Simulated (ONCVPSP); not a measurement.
**Before and after: ONCV potential for Cs (Z = 55)**

| Item | Value |
| --- | --- |
| Element | caesium (Cs) |
| Generator | ONCVPSP 4.0.1 |
| Type | optimised norm-conserving Vanderbilt (ONCV) |
| Functional | Wu-Cohen |
| Relativity | scalar-relativistic |
| Frozen core | [Kr] 4d10 |
| Valence charge | 9 |
| Reference configuration | 5s2 5p6 6s1 |
| Partial waves | 5s+6s: rc 3.40 bohr, ncon 5, nbas 9, qcut 2.9 1/bohr, 3 projectors, debl 2.1 Ha; 5p: rc 1.95 bohr, ncon 3, nbas 6, qcut 5.1 1/bohr, 2 projectors, debl 1 Ha; d scattering state at 0.38 Ha: rc 3.15 bohr, ncon 4, nbas 8, qcut 3.4 1/bohr, 1 projector |
| Local potential | polynomial inside 1.85 bohr (lpopt 5, dvloc0 6 Ha) |
| Core correction | none |

In the d channel the program set the typed energies aside and used 0.050 Ha.

All-electron outer shells of the reference configuration (Wu-Cohen, scalar-relativistic, ld1.x):

```
shell  level (eV)  outermost node (bohr)  outermost maximum (bohr)
   5s      -26.82                   0.82                      1.54
   5p      -13.57                   0.89                      1.79
   6s       -2.04                   2.11                      4.92
```

Change: core correction Teter function, fcfact 4.75, rcfact 1.2.

Cutoffs: the cutoffs (Ha) at which the residual kinetic energy of the hardest occupied pseudo-wave falls to 1 and 0.1 mHa per electron; they do not see the model core or the augmentation charge, which bear on the density cutoff. Errors are all-electron minus pseudo energies relative to the spin-unpolarised reference configuration.

Q: What does the change do?

A: The potential gets neither clearly harder nor softer (10 Ha and 13 Ha → 10 Ha and 13 Ha); of the 4 tests that both files solve, the error grows in 3 and shrinks in 0 by more than 15 % and 0.3 meV (median size 0.3 → 0.6 meV); neither file shows a bound ghost. A model core, the more so a compact one, raises the density cutoff, which this test does not measure.

| quantity | base | changed |
| --- | --- | --- |
| cutoff, loose | 10 Ha | 10 Ha |
| cutoff, tight | 13 Ha | 13 Ha |
| bound ghosts | none | none |
| GHOST(+) flags under 300 eV | none | none |
| error for 5s2 5p6 6s0, meV [ΔE 3.74 eV] | -0.4 | -0.8 |
| error for 5s2 5p6 6s0.5, meV [ΔE 1.42 eV] | -0.1 | -0.2 |
| error for 5s2 5p6 6s0 6p1, meV [ΔE 1.31 eV] | -0.1 | -0.4 |
| error for 5s1 5p6 6s1, meV [ΔE 31.76 eV] | -266 | -332 |
| s: phases at 3.46 bohr within 0.05 rad from the reference energy up to (Ha; the scan ends near 5) | 4.6 | 4.6 |
| p: phases at 1.98 bohr within 0.05 rad from the reference energy up to (Ha; the scan ends near 5) | 3.5 | 3.5 |
| d: phases at 3.20 bohr within 0.05 rad from the reference energy up to (Ha; the scan ends near 5) | 1.2 | 1.2 |
